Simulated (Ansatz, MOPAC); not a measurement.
Potential energy curve for SMILES C[N+]#[C-]->[Au][CH3]. The Au1–C8 bond (Au1 also carries C; C8 carries H, H, H) is pulled apart rigidly from the PBE0/def2-SVP, def2 effective core potentials past Kr optimised geometry.

Levels: UKS-PBE0 = unrestricted PBE0/def2-SVP, def2 effective core potentials past Kr in Ansatz (a first-principles code); PM6, restricted, heats of formation (MOPAC); RKS-PBE0 = restricted PBE0/def2-SVP, def2 effective core potentials past Kr (Ansatz); RKS-PBE = Ansatz with restricted PBE/def2-SVP, def2 effective core potentials past Kr.

Energies are in mEh, each relative to the lowest point of its own curve near equilibrium.

| R / Å | UKS-PBE0 | PM6 | RKS-PBE0 | RKS-PBE |
|---|---|---|---|---|
| 1.69 | 72.2 | 101.2 | 72.2 | 72.8 |
| 1.80 | 29.0 | 40.5 | 29.0 | 29.6 |
| 1.93 | 5.5 | 8.4 | 5.5 | 6.0 |
| 2.00 | 0.9 | 1.7 | 0.9 | 1.1 |
| 2.05 | 0.0 | 0.0 | 0.0 | 0.0 |
| 2.13 | 1.6 | 1.1 | 1.6 | 1.2 |
| 2.19 | 4.7 | 4.3 | 4.7 | 3.9 |
| 2.33 | 15.8 | 16.8 | 15.8 | 14.2 |
| 2.50 | 33.1 | 37.1 | 33.1 | 30.2 |
| 2.69 | 53.7 | 62.2 | 53.7 | 49.4 |
| 2.98 | 83.3 | 98.9 | 83.3 | 76.6 |
| 3.37 | 115.1 | 139.6 | 116.2 | 106.4 |
| 3.77 | 130.7 | 169.5 | 141.7 | 128.6 |
| 4.28 | 138.5 | 193.5 | 164.4 | 147.5 |
| 5.01 | 141.6 | 218.3 | 184.5 | 162.7 |
| 5.93 | 142.2 | 223.3 | 197.4 | 171.4 |

At the longest distance, 5.93 Å, PM6 lies highest above its minimum (223.3 mEh) and UKS-PBE0 lowest (142.2 mEh).

The unrestricted determinant behind UKS-PBE0 is spin-contaminated at 3.37 to 5.93 Å (<S²> up to 1.0, against 0.00 for a pure singlet). The restricted form behind PM6, RKS-PBE0, RKS-PBE keeps the bonding electrons paired and can't separate into open-shell fragments.
